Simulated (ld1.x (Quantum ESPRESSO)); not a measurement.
## Transferability test, TM potential for phosphorus

P (Z = 15), norm-conserving Troullier–Martins (Kleinman–Bylander form), made with ld1.x (Quantum ESPRESSO) 7.5 (PBE, non-relativistic). Core [Ne], reference 3s2 3p3. Waves: 3p (bound): rc 1.35 bohr; 3d channel at 0.1 Ry: rc 1.25 bohr; 3s (bound): rc 1.20 bohr. Local part: the s channel. Core correction: Bessel-smoothed model core, default radius (core density twice the valence density).

Energies are relative to the spin-unpolarised reference configuration 3s2 3p3; without spin polarisation the order of configurations can differ from experiment.

```csv
valence configuration,charge,ΔE all-electron (eV),error AE − PS (meV)
3s2 3p1,+2,28.901,+25
3s2 3p0,+3,58.651,+70
3s1 3p4,0,8.447,+0.4
3s2 3p3.3,-0.3,-1.310,+0.2
3s2 3p2.5,+0.5,3.781,+0.8
3s1 3p3,+1,18.767,+9.0
```

**Question.** What are ΔE and the potential's error for 3s2 3p2?

**Answer.** ΔE = 9.742 eV all-electron; the error (AE − PS) is +4.3 meV.

Levels in the configuration 3s2 3p0:

```json
{"level": "3s", "all-electron (eV)": "-45.504", "pseudo (eV)": "-45.436"}
```
